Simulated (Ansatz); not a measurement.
The molecule Ag$_{2}$, closed-shell singlet (the spin of the measured ground state). No spin–orbit coupling.

Seven points along R, fitted to fifth degree in 1/R; most abundant isotopes. Runs in def2 and cc sets follow the lowest solution found near the PBE0 minimum. The singlet is held restricted.

The values were computed with Ansatz (a quantum-chemistry and plane-wave program).  In def2 rows elements past Kr take small-core potentials, without spin–orbit coupling.

Energies at B97M-V/def2-TZVPP:

| R (Å) | E (hartree) |
|---|---|
| 2.390513 | -293.98292098 |
| 2.454774 | -293.98624578 |
| 2.513895 | -293.98789715 |
| 2.580726 | -293.98852152 |
| 2.647558 | -293.98814619 |
| 2.724671 | -293.98680364 |
| 2.814637 | -293.98437958 |

With a reduced mass of 53.4525 u, find the minimum, the force constant and the constants.

A fifth-degree polynomial in 1/R puts the minimum at r_e = 2.5859 Å with force constant 94.8 N/m. Then ω_e = (1/2πc)√(k/μ) = 173 cm⁻¹ and B_e = h/(8π²cμr_e²) = 0.04716 cm⁻¹; the cubic and quartic terms give α_e = 0.00021 and ω_e x_e = 0.59 cm⁻¹.
